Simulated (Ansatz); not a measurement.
**Which is lower?**

The two ends of one reaction step of SiNH₉O₂, closed shell (PBE0-D4/def2-TZVP).

A:

Si1  (-0.958, -0.094, 0.670)
H2  (0.417, 0.468, 0.794)
H3  (-1.428, -0.089, -0.737)
H4  (-0.956, -1.476, 1.214)
N5  (-1.992, 1.016, 1.503)
H6  (1.451, -0.978, -1.277)
O7  (0.917, -1.715, -0.939)
H8  (1.624, 1.125, -0.752)
O9  (2.184, 0.756, -1.443)
H10  (-2.982, 0.982, 1.321)
H11  (-1.826, 1.213, 2.478)
H12  (0.465, -2.077, -1.703)
H13  (3.085, 0.868, -1.129)
(Å)

B:

```xyz
13
angstrom
Si -1.1056 -1.2200 -0.1033
H 1.2733 3.0605 1.0932
H -2.5381 -1.5959 -0.2303
H -0.2566 -2.3544 0.3181
N -1.0471 0.0567 1.0125
H 1.2466 -0.1539 -0.9794
O -0.4811 -0.8782 -1.6134
H 1.4867 2.4465 0.7215
O 1.8253 0.1743 -0.2757
H -1.8451 0.6297 1.2227
H -0.1685 0.4971 1.2387
H -0.9687 -0.2433 -2.1419
H 2.5790 -0.4189 -0.2626
```

Program: Ansatz 0.2.0. Basis: def2-TZVPP. Cores are frozen in the correlated methods. B3LYP uses VWN-RPA correlation.

Q: Which structure is lower at CCSD(T), and by how much? (An estimate is asked for; the value comes from the calculation.)

A: Computed: B, by 0.869 eV (electronic energy, against the other). By their contacts, A is a complex of SiNH₅ ([NH2][SiH3]) + H₂O + H₂O and B is a complex of SiNH₅O ([NH2][SiH2][OH]) + H₂O + H₂.

All methods give the same order:

| method | E(B) − E(A) (eV) |
| --- | --- |
| SPW92 | -0.797 |
| PBE-D4 | -0.811 |
| BLYP-D4 | -0.901 |
| r2SCAN-D4 | -0.912 |
| B97M-V | -0.863 |
| PBE0-D4 | -0.813 |
| B3LYP-D4 | -0.892 |
| r2SCAN0-D4 | -0.893 |
| BHLYP-D4 | -0.899 |
| CAM-B3LYP-D4 | -0.901 |
| wB97X-V | -0.870 |
| wB97M-V | -0.883 |
| B2PLYP | -0.892 |
| PBE-QIDH | -0.858 |
| RPA on PBE | -0.846 |
| HF | -0.869 |
| MP2 | -0.935 |
| CCSD | -0.854 |
| CCSD(T) | -0.869 |

No T1 diagnostic of these runs exceeds 0.011.

Labels in which every atom is bracketed show which atoms are joined, not bond orders.

For scale, one of the runs: CCSD(T)/def2-TZVPP, 261 basis functions, launched by `ansatz run in.yaml --threads 8 --pin off --events-out ev --progress --plain --max-ram 19148MiB`. Hardware: 8 CPU threads of an Arm Neoverse V2, shared host. Wall time 73 s; peak host memory 6.4 GiB.
